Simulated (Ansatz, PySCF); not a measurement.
Bond stretch in GaSi (cation, charge +1), lowest triplet found (which spin is the ground state isn't settled by this scan). Each curve is given relative to its own lowest point between 2.53 and 3.41 Å, where full CI is lowest.

```tsv
R / Å	A	B	C
2.53	18.0	11.5	7.0
2.65	10.5	5.9	2.9
2.80	4.7	2.0	0.4
2.95	1.5	0.3	0.0
3.14	0.0	0.0	1.1
3.41	0.5	1.5	4.1
3.73	2.8	4.4	8.3
4.09	5.9	7.8	12.9
4.62	9.7	11.8	18.4
5.08	11.9	14.3	21.8
5.77	13.7	16.5	24.9
6.77	14.9	18.1	26.4
7.91	15.4	18.8	26.2
```

Energies in mEh.

**Question.** Match the curves with the methods UHF/aug-cc-pVDZ (Ansatz, a first-principles code); unrestricted Hartree-Fock/LANL2DZ, with its core potentials past Ne run with PySCF; unrestricted B3LYP/aug-cc-pVDZ run with Ansatz.

**Answer.** A is UHF/LANL2DZ; B is UHF; C is UKS-B3LYP.

The scan ran from 1.66 to 7.91 Å; beyond the distances shown full CI changes its symmetry label.
